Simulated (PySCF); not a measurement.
# Computed properties of Al(H)(Cl)(OH) (AlClH2O), SMILES [OH][AlH][Cl]

AlClH₂O, SMILES [OH][AlH][Cl]. Coordinates come from a B3LYP-D3(BJ)/def2-TZVP optimisation. The values are those of a single conformer. All values are computed for the isolated molecule unless a solvent is named; none is compared with measurement here.

**Structure.** The optimised structure has Cs symmetry. All 9 harmonic modes at B3LYP-D3(BJ)/def2-TZVP (PySCF) are real, so it is a minimum. With heavy atoms numbered as in [AlH:1]([Cl:3])[OH:4], the shortest bond between them is Al1–O4 at 1.688 Å and the longest Al1–Cl3 at 2.104 Å.

**Vibrations.** The strongest infrared lines (harmonic, unscaled, degenerate partners summed) lie at 688 cm⁻¹ (353 km/mol, H 82 %, Al 10 %), 381 cm⁻¹ (204 km/mol, H 76 %, O 15 %, Al 8 %), 2025 cm⁻¹ (111 km/mol, H 96 %). The softest mode is at 200 cm⁻¹ and the zero-point energy is 13.8 kcal/mol.

**Electronic structure.** B3LYP/def2-TZVPD (PySCF) places the frontier levels at -8.89 and -1.08 eV, a gap of 7.81 eV, and gives a dipole moment of 0.69 D and a mean polarisability of 44.3 bohr³.

**Excitations.** TDDFT-CAM-B3LYP/def2-SVPD (PySCF) has S1 at 7.10 eV (175 nm, f = 0.010, weak); the most intense of the 10 singlets computed lies at 8.25 eV (f = 0.17). T1 (TDA) is at 6.62 eV. No vertical singlet excitation falls in the visible range (under 3.1 eV).

**NMR.** GIAO shifts at B3LYP/pcSseg-2 (PySCF) (non-relativistic, atoms alike by connectivity averaged): ¹H from 2.4 to 4.6 ppm against TMS. Without spin–orbit terms, shifts of atoms bonded to Cl or Br come out too high.
